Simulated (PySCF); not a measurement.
Species: CH7BGe.
Cartesian coordinates in Å at the PBE0-D3(BJ)/def2-SVP level; atoms count from 1:
```
atom  x, y, z in Å
B1     1.9000   -0.2137   -0.0342
Ge2    0.0491    0.6405   -0.3353
C3    -1.3290   -0.6344    0.2611
H4     2.3936   -0.9412   -0.8638
H5     2.5011   -0.0519    1.0020
H6    -0.2158    0.9700   -1.8215
H7    -0.1373    1.9488    0.4657
H8    -1.2076   -0.8640    1.3292
H9    -1.2696   -1.5703   -0.3120
H10   -2.3237   -0.1921    0.1089
```

Computed with PBE0-D3(BJ)/def2-SVP geometry optimisation, gas phase (PySCF 2.14.0).

Take the most abundant isotopes and a rigid rotor. The values belong to one conformer with, in the numbering `[BH2:1][GeH2:2][CH3:3]`, H–B1–Ge2–C3 86° and -91°.

What are A, B and C (cm⁻¹)?

Ia = 42.12, Ib = 89.22, Ic = 117.57 u·Å²; 505379 MHz·u·Å²/I gives 11997, 5665 and 4299 MHz, that is A = 0.40019, B = 0.18895, C = 0.14339 cm⁻¹.

What kind of rotor is it?

An asymmetric top. Ray's parameter κ = (2B − A − C)/(A − C) = -0.645; −1 is the prolate and +1 the oblate limit.

Is it planar, by Δ = Ic − Ia − Ib?

Not planar: Δ = Ic − Ia − Ib = -13.77 u·Å². For a rigid frame Δ = −2 Σ m c², so Σ m c² = 6.89 u·Å² lies off the ab plane, practically all of it from hydrogen. The atom farthest from that plane is 1.25 Å away.

Give the other two planar moments, Paa and Pbb, and the rms extents of the mass along the axes.

Paa = Σ m a² = (Ib + Ic − Ia)/2 = 82.33 and Pbb = Σ m b² = (Ia + Ic − Ib)/2 = 35.24 u·Å². With the mass M = 103.99 u, the rms extents √(P/M) along a, b and c are 0.89, 0.58, 0.26 Å.

Which lines would a microwave search look for?

The dipole components are |μa| = 0.25 D, |μb| = 0.61 D, |μc| = 0.01 D. The squared components, which scale the intensities, stand as 0.17 : 1.00 : 0.00 (a : b : c). Some lines, for components of 0.1 D or more:

| type | branch | J(Ka,Kc) | MHz | lower level (cm⁻¹) |
| --- | --- | --- | --- | --- |
| b | Q | 1(1,0) ← 1(0,1) | 7699 | 0.332 |
| b | R | 5(2,3) ← 4(3,2) | 19520 | 5.445 |
| b | R | 3(1,3) ← 2(0,2) | 32890 | 0.990 |
| b | Q | 3(3,1) ← 3(2,2) | 35194 | 2.930 |
| a | R | 4(0,4) ← 3(0,3) | 38081 | 1.962 |
| a | R | 4(2,3) ← 3(2,2) | 39699 | 2.930 |
| a | R | 4(1,3) ← 3(1,2) | 42131 | 2.360 |
| b | Q | 5(5,0) ← 5(4,1) | 62722 | 8.750 |
| b | R | 3(3,1) ← 2(2,0) | 64886 | 1.940 |
| b | R | 4(3,2) ← 3(2,1) | 74431 | 2.962 |
| b | R | 5(2,3) ← 4(1,4) | 83402 | 3.314 |
| b | R | 5(4,1) ← 4(3,2) | 99070 | 5.445 |

No frequency check. Constants of a rigid frame at the computed geometry: no zero-point averaging, no centrifugal distortion. A rigid rotor knows nothing of internal rotation, which can split or shift real lines. Quadrupole hyperfine structure (11B) is left out.
